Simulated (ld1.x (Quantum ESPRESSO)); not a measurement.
## indium (In): one change to a TM semilocal potential, before and after

ld1.x (Quantum ESPRESSO) 7.5 input, shortened:

```
&input
   title='In', zed=49., rel=1, dft='PZ', iswitch=3,
   config='[Kr] 4d10 5s2 5p0'
 /
 &inputp
   pseudotype=1, tm=.true., lloc=0,
   nlcc=.true.
 /
2
5P  2  1   0.00   0.00  1.90  1.90  0.0
5S  1  0   2.00   0.00  1.80  1.80  0.0
 &test
   configts(1)='5s2 5p0'
 /
```

All-electron outer shells of the reference configuration (LDA (PZ), scalar-relativistic, ld1.x):

```tsv
shell	level (eV)	outermost node (bohr)	outermost maximum (bohr)
4d	-26.25	0.40	0.94
5s	-15.31	1.02	2.11
5p	-8.70	1.13	2.61
```

Change: wave 5s (bound): rc 1.80 bohr becomes 5s (bound): rc 1.70 bohr.

Cutoffs: the cutoffs (Ry, on a coarse ladder) from which the occupation-weighted sum of valence levels, in a spherical-Bessel basis at the reference potential, stays within 10 and 1 mRy of its value at 400 Ry; they do not see the model core or the augmentation charge, which bear on the density cutoff. Errors are all-electron minus pseudo energies relative to the spin-unpolarised reference configuration.

What does the change do?

The potential gets harder (21 Ry and 50 Ry → 25 Ry and 70 Ry); of the 9 tests that both files solve, the error grows in 2 and shrinks in 0 by more than 15 % and 0.3 meV (median size 13.3 → 13.0 meV); the range in which the s phases agree narrows (upper end 2.0 → 1.0); neither file shows a bound ghost. A smaller radius makes the pseudo-wave follow the all-electron one further in, where it bends more sharply, so more plane waves are needed. A semilocal file is local in each channel, so a ghost entry of none says nothing of the separable form that plane-wave codes build from it.

| quantity | base | changed |
| --- | --- | --- |
| cutoff, loose | 21 Ry | 25 Ry |
| cutoff, tight | 50 Ry | 70 Ry |
| bound ghosts | none | none |
| error for 5s2 5p1, meV [ΔE -5.59 eV] | -11 | -10 |
| error for 5s1 5p0, meV [ΔE 19.66 eV] | -110 | -111 |
| error for 5s2 5p0.5, meV [ΔE -3.55 eV] | -3.8 | -3.7 |
| error for 5s0 5p3, meV [ΔE 6.57 eV] | -19 | -23 |
| error for 5s2 5p1.3, meV [ΔE -6.18 eV] | -13 | -13 |
| error for 5s1 5p1, meV [ΔE 6.70 eV] | -14 | -15 |
| error for 5s1 5p2, meV [ΔE 0.34 eV] | -1.3 | -2.0 |
| error for 5s2 5p1 (spin-polarised), meV [ΔE -5.71 eV] | -11 | -11 |
| error for 5s1 5p0 (spin-polarised), meV [ΔE 19.44 eV] | -111 | -112 |
| s: phases at 2.04 bohr within 0.05 rad from the reference energy up to (Ry; the scan ends near 5) | 2.0 | 1.0 |
| p: phases at 2.04 bohr within 0.05 rad from the reference energy up to (Ry; the scan ends near 5) | 0.1 | 0.1 |
